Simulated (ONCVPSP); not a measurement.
fluorine ONCV: all-electron and pseudo phase curves

ONCVPSP 4.0.1 input, shortened (lines: element, Z, core and valence counts, functional; n l f; lmax; l rc ep ncon nbas qcut; lloc lpopt rc5 dvloc0; l nproj debl; icmod fcfact rcfact), LDA (Perdew-Zunger), scalar-relativistic:

```
  F 9.00    1    2        3      upf
    1    0    2.00
    2    0    2.00
    2    1    5.00
    1
    0    0.70    0.00    4    7    8.60
    1    1.80    0.00    4    8    5.90
    4    5    0.65    3.00
    0    1    1.30
    1    2    3.00
    1    0.65    0.00
```

The phase is arctan(r·R′/R) of the radial function R(r), unwrapped; energies in Ha, scanned from -3 to 5 Ha. A pole is an energy at which the radial function vanishes at the test radius. The pseudo phase is shifted by a multiple of π to meet the all-electron one at the reference energy, and phase errors are pseudo minus all-electron; the curves can meet again beyond the range given. Levels narrower than the energy grid can be missing from the lists of poles.

For each channel, where are the poles, and over which energies does the pseudopotential scatter like the atom?

```json
{"channel": "s", "radius (bohr)": "0.71", "reference energy (Ha)": "-1.09", "poles, all-electron": "none", "poles, pseudo": "none", "unbroken range about the reference energy with phases within 0.05 rad": "the whole range", "phase error 1 Ha above the reference energy (rad)": "-0.001"}
{"channel": "p", "radius (bohr)": "1.82", "reference energy (Ha)": "-0.42", "poles, all-electron": "-0.12, 4.45", "poles, pseudo": "-0.12, 4.46", "unbroken range about the reference energy with phases within 0.05 rad": "the whole range", "phase error 1 Ha above the reference energy (rad)": "-0.001"}
```

Phases in the p channel:

```csv
E (Ha),all-electron,pseudo
-2.98,1.273,1.272
-2.54,1.236,1.236
-2.10,1.183,1.182
-1.66,1.094,1.093
-1.22,0.899,0.898
-0.78,0.131,0.130
-0.34,-1.324,-1.324
0.10,-1.724,-1.724
0.54,-1.976,-1.977
0.98,-2.365,-2.366
1.42,-3.203,-3.204
1.86,-3.989,-3.989
2.30,-4.317,-4.317
2.74,-4.473,-4.473
3.18,-4.564,-4.564
3.62,-4.626,-4.626
4.06,-4.675,-4.674
4.50,-4.717,-4.716
4.94,-4.757,-4.755
```
